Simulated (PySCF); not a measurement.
C3H3F4, SMILES C(F)(F)C[C](F)F (connectivity only; charge and spin as stated), charge +1, multiplicity 1. Atoms are numbered in the order given.

```xyz
10

F      1.6366    -0.2937    -1.0377
C      1.2300    -0.1013     0.1232
F      1.9485     0.6592     0.8046
C     -0.0023    -0.6575     0.6136
C     -1.2401     0.2599     0.2055
F     -1.1011     0.5725    -1.0814
F     -2.3161    -0.4718     0.3928
H     -0.1850    -1.6217     0.1116
H      0.0238    -0.7560     1.7088
H     -1.2755     1.1751     0.8208
```
Charge +1, spin multiplicity 1.

Coordinates come from a PBE0-D3(BJ)/def2-SVP optimisation. The spin state was assumed, not searched. The isomer is the one that the SMILES or the coordinates give; other isomers of the formula were not compared. Other conformers were not sampled.

The numbers are results of TDA-PBE/def2-SVPD run with PySCF, not measurements.

Vertical excitations. Isolated molecule, no solvent.

```json
[
 {"state": "S1", "energy (eV)": "4.05", "λ (nm)": "306", "f": "0.085", "main pairs": "HOMO→LUMO 83 %"},
 {"state": "S2", "energy (eV)": "4.65", "λ (nm)": "267", "f": "0.012", "main pairs": "HOMO−1→LUMO 91 %"},
 {"state": "S3", "energy (eV)": "5.15", "λ (nm)": "241", "f": "0.021", "main pairs": "HOMO−2→LUMO 54 %, HOMO−3→LUMO 40 %"},
 {"state": "S4", "energy (eV)": "5.42", "λ (nm)": "229", "f": "0.096", "main pairs": "HOMO−3→LUMO 57 %, HOMO−2→LUMO 30 %"},
 {"state": "S5", "energy (eV)": "6.28", "λ (nm)": "197", "f": "0.010", "main pairs": "HOMO−4→LUMO 98 %"},
 {"state": "S6", "energy (eV)": "7.28", "λ (nm)": "170", "f": "0.026", "main pairs": "HOMO−5→LUMO 96 %"},
 {"state": "S7", "energy (eV)": "7.79", "λ (nm)": "159", "f": "0.001", "main pairs": "HOMO−6→LUMO 97 %"},
 {"state": "S8", "energy (eV)": "8.45", "λ (nm)": "147", "f": "0.050", "main pairs": "HOMO−7→LUMO 81 %"},
 {"state": "S9", "energy (eV)": "8.74", "λ (nm)": "142", "f": "0.026", "main pairs": "HOMO→LUMO+1 84 %, HOMO−9→LUMO 13 %"},
 {"state": "S10", "energy (eV)": "8.96", "λ (nm)": "138", "f": "0.096", "main pairs": "HOMO−9→LUMO 80 %"},
 {"state": "T1", "energy (eV)": "3.06", "λ (nm)": "405", "f": "0", "main pairs": "HOMO→LUMO 100 %"},
 {"state": "T2", "energy (eV)": "4.53", "λ (nm)": "274", "f": "0", "main pairs": "HOMO−1→LUMO 100 %"},
 {"state": "T3", "energy (eV)": "4.83", "λ (nm)": "257", "f": "0", "main pairs": "HOMO−2→LUMO 98 %"},
 {"state": "T4", "energy (eV)": "4.98", "λ (nm)": "249", "f": "0", "main pairs": "HOMO−3→LUMO 98 %"}
]
```
Triplets are in the Tamm–Dancoff approximation.
